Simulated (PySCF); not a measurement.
Level of theory: TPSSh-D3(BJ)/def2-TZVP // PBE-D3(BJ)/def2-SVP (PySCF). Isolated molecules, 0 K electronic values unless said otherwise. 

Reference species: [Ru(NH3)4]2+ (charge +2, multiplicity 1).

```yaml
mean_distance_from_the_central_atom_to_its_bonded_neighbours: 2.106 Å
coordination_number: 4
```

Changed species: [Zn(NH3)4]2+ (M = Zn, multiplicity 1; the reference has M = Ru, multiplicity 1).

Problem. Predict the effect on the mean distance from the central atom to its bonded neighbours and coordination number.

Solution. the mean distance from the central atom to its bonded neighbours falls by 0.030 Å, to 2.076 Å; the coordination number stays essentially unchanged.
